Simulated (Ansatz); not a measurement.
`O[SiH2][NH][GeH2][OH]` + `N[SiH2][SiH3]` → `O[SiH2]N[SiH2][SiH3]` + `[NH2][GeH2][OH]`  (ligand exchange at the Si–N bond)

Calculated with Ansatz (gas phase, PBE0-D4/def2-TZVP geometries, no zero-point term in ΔE). CBS: MP2 limit from def2 TZ/QZ plus the TZ coupled-cluster correction, frozen cores. This one scheme is used for every species. DFT in def2-TZVPP. B3LYP here is the variant with VWN-RPA as its local correlation; programs differ in this. For Ge outer-core shells are correlated without core-valence functions, which leaves a few kJ/mol of doubt a bond. Scalar relativity is left out up to krypton. One conformer a species, not always the lowest.

| level | ΔE (kcal/mol) | difference from CCSD(T)/CBS |
| --- | --- | --- |
| PBE-D4 | 1.8 | -0.2 |
| r2SCAN-D4 | 2.2 | 0.2 |
| PBE0-D4 | 1.8 | -0.2 |
| B3LYP-D4 | 2.2 | 0.2 |
| ωB97X-V | 2.2 | 0.2 |
| ωB97M-V | 2.2 | 0.2 |
| B2PLYP | 2.4 | 0.4 |
| PBE | 1.9 | -0.1 |
| r2SCAN | 2.3 | 0.3 |
| PBE0 | 2.0 | 0.0 |
| B3LYP | 2.4 | 0.4 |
| HF/def2-TZVPP | 2.1 | 0.1 |
| MP2/def2-TZVPP | 2.3 | 0.3 |
| SCS-MP2/def2-TZVPP | 2.1 | 0.1 |
| CCSD/def2-TZVPP | 2.2 | 0.2 |
| CCSD(T)/def2-TZVPP | 2.2 | 0.2 |
| HF/def2-QZVPP | 1.9 | -0.1 |
| MP2/def2-QZVPP | 2.1 | 0.1 |
| SCS-MP2/def2-QZVPP | 1.9 | -0.1 |
| HF/CBS(def2) | 1.8 | -0.2 |
| MP2/CBS(def2) | 2.0 | 0.0 |
| CCSD/CBS(def2) | 1.9 | -0.1 |
| CCSD(T)/CBS | 2.0 | 0 |

Largest T1 diagnostic among the species: 0.012.
